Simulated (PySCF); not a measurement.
BrCs. Atoms are numbered in the order given.

```xyz
2

Cs     0.0000     0.0000    -1.2078
Br     0.0000     0.0000     1.8980
```

The structure is a stationary point at PBE0-D3(BJ)/def2-TZVPD. The def2 effective core potentials stand for the cores of Cs; spin–orbit coupling is left out.

Level of theory: TDDFT-M06-2X/def2-TZVPD in PySCF.

Vertical excitations; the highest root listed may be one member of a degenerate set.  State labels are in the subgroup C2v.

Computed UV-visible absorptions:
```json
[
 {"state": "S1", "symmetry": "B2", "energy (eV)": "4.03", "λ (nm)": "308", "f": "0.011", "main pairs": "HOMO→LUMO (degenerate set)"},
 {"state": "S2", "symmetry": "B1", "energy (eV)": "4.03", "λ (nm)": "308", "f": "0.011", "main pairs": "HOMO−1→LUMO (degenerate set)"},
 {"state": "S3", "symmetry": "A1", "energy (eV)": "4.15", "λ (nm)": "299", "f": "0.047", "main pairs": "HOMO−2→LUMO 89 %"},
 {"state": "S4", "symmetry": "A2", "energy (eV)": "5.19", "λ (nm)": "239", "f": "0.000", "main pairs": "HOMO→LUMO+1 47 %, HOMO−1→LUMO+2 47 %"},
 {"state": "S5", "symmetry": "A1", "energy (eV)": "5.20", "λ (nm)": "238", "f": "0.000", "main pairs": "HOMO−1→LUMO+1, HOMO→LUMO+2 (degenerate set)"},
 {"state": "S6", "symmetry": "A2", "energy (eV)": "5.20", "λ (nm)": "238", "f": "0.000", "main pairs": "HOMO−1→LUMO+2, HOMO→LUMO+1 (degenerate set)"},
 {"state": "S7", "symmetry": "A1", "energy (eV)": "5.21", "λ (nm)": "238", "f": "0.002", "main pairs": "HOMO→LUMO+2 48 %, HOMO−1→LUMO+1 48 %"},
 {"state": "S8", "symmetry": "B2", "energy (eV)": "5.28", "λ (nm)": "235", "f": "0.001", "main pairs": "HOMO−2→LUMO+2 (degenerate set)"},
 {"state": "S9", "symmetry": "B1", "energy (eV)": "5.28", "λ (nm)": "235", "f": "0.001", "main pairs": "HOMO−2→LUMO+1 (degenerate set)"},
 {"state": "S10", "symmetry": "B2", "energy (eV)": "5.29", "λ (nm)": "234", "f": "0.035", "main pairs": "HOMO→LUMO+3 76 %"},
 {"state": "T1", "symmetry": "B1", "energy (eV)": "4.03", "λ (nm)": "307", "f": "0", "main pairs": "HOMO−1→LUMO (degenerate set)"},
 {"state": "T2", "symmetry": "B2", "energy (eV)": "4.03", "λ (nm)": "307", "f": "0", "main pairs": "HOMO→LUMO (degenerate set)"},
 {"state": "T3", "symmetry": "A1", "energy (eV)": "4.06", "λ (nm)": "305", "f": "0", "main pairs": "HOMO−2→LUMO 90 %"},
 {"state": "T4", "symmetry": "A2", "energy (eV)": "5.19", "λ (nm)": "239", "f": "0", "main pairs": "HOMO−1→LUMO+2 47 %, HOMO→LUMO+1 47 %"}
]
```
Triplets are in the Tamm–Dancoff approximation, which puts them higher than full response would, so one can lie above its singlet here.
